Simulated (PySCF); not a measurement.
A geometry optimisation on `[SiH3][O][GeH3]`.

Computed with PBE0-D3(BJ)/def2-SVP geometry optimisation, gas phase (PySCF 2.14.0). Start geometry: GFN2-xTB. The input is one job of a driver script: a line of settings, then coordinates in Å.

Input:
```
{"job": {"xc": "PBE0", "basis": "def2-SVP", "d3": "d3bj", "grid": 1, "maxiter": 30, "shake": 0.01, "kind": "geom"}, "charge": 0, "multiplicity": 1}
Si     1.603040     0.140010     0.288230
O      0.084790     0.230710    -0.363650
Ge    -1.611240    -0.151190    -0.235870
H      1.996620    -1.235410     0.457260
H      2.391010     0.843650    -0.727320
H      1.573640     0.856800     1.575440
H     -1.702820    -1.644400    -0.143750
H     -2.161800     0.419520    -1.488010
H     -2.115430     0.523160     1.031170
```

Output:
```
step   0  E = -2444.47420673  max force = 0.026318
step   1  E = -2444.48073505  max force = 0.011378
step   2  E = -2444.48139664  max force = 0.002205
step   3  E = -2444.48146630  max force = 0.002201
step   4  E = -2444.48161037  max force = 0.003508
step   5  E = -2444.48170125  max force = 0.003943
step   6  E = -2444.48175222  max force = 0.001951
step   7  E = -2444.48176546  max force = 0.000225
optimisation converged
```

Energies in Eh; «max force» is the largest Cartesian gradient component in Eh/bohr.

Problem. Give the first gradient maximum in eV/Å.

Solution. With 1 Eh/bohr = 51.422 eV/Å, 1.353 eV/Å.

Problem. How much energy does the optimisation release, in kJ/mol?

Solution. E(step 0) − E(last step) = 0.007559 Eh, which is 19.8 kJ/mol.

Summary of the converged run: final energy -2444.48177 Eh after 7 steps; dipole 1.21 D.

Problem. Where do the atoms end?

Solution. 0.147 Å rms from the input after alignment:
```
atom  x, y, z in Å
Si1    1.6237   -0.0907    0.3398
O2     0.1911    0.0335   -0.4809
Ge3   -1.5024   -0.4258   -0.1926
H4     1.9912   -1.5245    0.5666
H5     2.6869    0.5658   -0.4728
H6     1.5386    0.5822    1.6751
H7    -1.5829   -1.9597   -0.0748
H8    -2.2866    0.0868   -1.4075
H9    -1.9788    0.2433    1.1109
```

Time: 16 s of wall time; peak memory 0.39 GiB. Hardware: one thread, Intel Xeon 6975P-C (x86_64), no GPU, on a shared host.
Labels such as C1 count atoms from 1, the log's own numbers from 0.
